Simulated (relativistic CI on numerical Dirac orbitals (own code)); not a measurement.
Sensitivity of the levels of Au64+ to α and to the nuclear radius

Method of calculation: Dirac-Coulomb-Breit CI, KLI orbitals optimised for each configuration, derivatives by finite differences, unscaled Slater integrals, QED left out (own radial code, finite nucleus).

Configurations in the expansion (outside the closed core [Ne]): 3s2 3p3, 3s2 3p2 3d, 3s 3p4, 3s2 3p 3d2, 3p5, 3s 3p3 3d, 3p3 3d2, 3s 3p2 3d2. Levels of other configurations are missing.

With x = (α/α₀)² − 1 an excitation energy changes as ω = ω₀ + qx; K = 2q/ω₀ is the relative enhancement. Terms are leading LS components, so labels can repeat. The field-shift factor is F = δν/δ⟨r²⟩ for the transition from the lowest level.

Lowest level 3s2 3p3 2P°_3/2.

```
            Level  ω₀ (cm⁻¹)   q (cm⁻¹)      K  F (GHz/fm²)
3s2 3p2 3d 2D_3/2    2042789     128500  0.126         39.7
3s2 3p2 3d 2D_5/2    3051562  1.069e+06    0.7         40.4
  3s2 3p3 4S°_3/2    3803200  4.953e+06    2.6         -964
  3s2 3p3 2D°_5/2    3906854  4.945e+06   2.53         -972
  3s2 3p3 2P°_1/2    4043403  4.959e+06   2.45         -966
    3s 3p4 4P_5/2    5418732  5.379e+06   1.99       -12100
    3s 3p4 2P_3/2    5669788  5.273e+06   1.86        -7940
    3s 3p4 2S_1/2    5695573   5.37e+06   1.89       -10800
3s2 3p2 3d 4F_5/2    5812697  5.063e+06   1.74         -973
3s2 3p2 3d 4D_1/2    5841758   5.08e+06   1.74        -1080
3s2 3p2 3d 4F_3/2    5852968  5.113e+06   1.75        -2380
3s2 3p2 3d 2G_7/2    5922443  5.058e+06   1.71         -905
3s2 3p2 3d 2D_5/2    6195140  5.122e+06   1.65        -1390
3s2 3p2 3d 2P_1/2    6296058  5.189e+06   1.65        -2620
3s2 3p2 3d 2D_3/2    6324253  5.247e+06   1.66        -4360
3s2 3p2 3d 4D_7/2    6698602  5.978e+06   1.78         -883
3s2 3p2 3d 2G_9/2    6815827  5.973e+06   1.75         -882
3s2 3p2 3d 2P_3/2    6817856  6.014e+06   1.76        -1100
3s2 3p2 3d 2F_5/2    6849022   6.01e+06   1.75         -954
3s2 3p2 3d 2D_5/2    7022477  5.972e+06    1.7        -1200
3s2 3p2 3d 2F_7/2    7037976  5.998e+06    1.7         -904
3s2 3p2 3d 2D_3/2    7113352  6.007e+06   1.69         -951
3s2 3p2 3d 2P_1/2    7149463  6.002e+06   1.68        -1210
```

At this charge energies of transitions that change n are usually good to better than 1 %, and those within a shell (Δn = 0) to a few per cent.
